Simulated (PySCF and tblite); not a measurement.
Values are calculated unless marked as measured or tabulated.
C₄H₉Br, numbered as in [CH3:1][CH2:2][CH2:3][CH2:4][Br:5]. Conformer-averaged GIAO shifts at 298.15 K against TMS at the same level, unscaled (PySCF, tblite), from 4 protocols:

A: shieldings KT3/pcSseg-1 (IEF-PCM, chloroform); weights B3LYP-D3(BJ)/def2-SVP (IEF-PCM, chloroform) // GFN2-xTB; 5 conformers.
B: shieldings B97-2/pcSseg-1 (IEF-PCM, chloroform); weights TPSS-D3(BJ)/def2-TZVP (IEF-PCM, chloroform) // GFN2-xTB; 5 conformers.
C: shieldings wB97X-D/pcSseg-1 (IEF-PCM, chloroform); weights PBE0-D3(BJ)/def2-TZVP (IEF-PCM, chloroform) // PBE0-D3(BJ)/def2-SVP; 5 conformers.
D: shieldings PBE0/pcSseg-1; weights PBE0-D3(BJ)/def2-TZVP // PBE0-D3(BJ)/def2-SVP; 5 conformers.

| signal | measured (ppm) | A | B | C | D |
| --- | --- | --- | --- | --- | --- |
| H1 | 0.93 | 1.03 | 1.04 | 0.98 | 0.97 |
| H2 | 1.46 | 1.65 | 1.53 | 1.32 | 1.39 |
| H3 | 1.84 | 1.84 | 1.79 | 1.54 | 1.53 |
| H4 | 3.42 | 3.85 | 3.78 | 3.43 | 3.33 |

Measured: Pretsch, Buehlmann, Badertscher, Structure Determination of Organic Compounds, 4th ed. (2009); solvent: not stated per compound (mostly CDCl3 or CCl4).

Task: Which protocol comes closest to experiment?

Result: For ¹H protocol C has the smallest mean absolute error, but the gap to the next is too small to matter.
| nucleus | ppm | A | B | C | D |
| --- | --- | --- | --- | --- | --- |
| ¹H | mean absolute error | 0.18 | 0.15 | 0.13 | 0.13 |
| ¹H | scatter about the mean error | 0.16 | 0.15 | 0.14 | 0.13 |

For scale, the study of CCCCBr took 3.7 min on 1 thread of Arm Neoverse V1, on a host shared with other jobs (rough), launched as `OMP_NUM_THREADS=1 python ens_run.py task.json out`.
